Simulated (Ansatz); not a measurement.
System: C2H6BrGa, net charge 0, singlet state. 
Coordinates optimised at B3LYP-D3(BJ)/def2-TZVP (Ansatz, an electronic-structure program):
```xyz
10

C      1.7844    -0.4580    -1.5414
Ga     0.0038    -0.0737    -0.7940
C     -1.7694     0.1651    -1.6161
Br    -0.0073     0.1427     1.5379
H      1.7591    -0.5533    -2.6265
H      2.4716     0.3433    -1.2660
H      2.1655    -1.3834    -1.1072
H     -1.7337     0.0592    -2.6999
H     -2.4598    -0.5724    -1.2045
H     -2.1537     1.1543    -1.3632
```

Computed values are from Ansatz. Correlated levels leave the core frozen unless marked. UHF or UKS for open shells. Spin-orbit coupling is left out. The frozen core is the preceding noble-gas configuration, with the filled d and f shells of earlier blocks. Non-relativistic. CBS marks a two-point X^-3 extrapolation of the correlation energy; Hartree-Fock from the larger set. The bracket is a focal-point correction in the basis named.

**Question.** What is the total energy at CCSD(T)/CBS(aug-cc-pVTZ,aug-cc-pVQZ)?

**Answer.** -4575.8321 Eh.

**Question.** What is the T1 diagnostic at CCSD/aug-cc-pVQZ?

**Answer.** 0.009.

**Question.** What is the vertical ionisation energy (to the doublet) at RI-MP2/CBS(aug-cc-pVTZ,aug-cc-pVQZ)+[CCSD(T)-MP2]/aug-cc-pVTZ?

**Answer.** 10.06 eV.

**Question.** What is the dipole moment at CCSD(T)/aug-cc-pVDZ?

**Answer.** 2.86 D.

**Question.** What is the atomisation energy De at CCSD(T)/CBS(aug-cc-pVTZ,aug-cc-pVQZ)?

**Answer.** 818.9 kcal/mol.
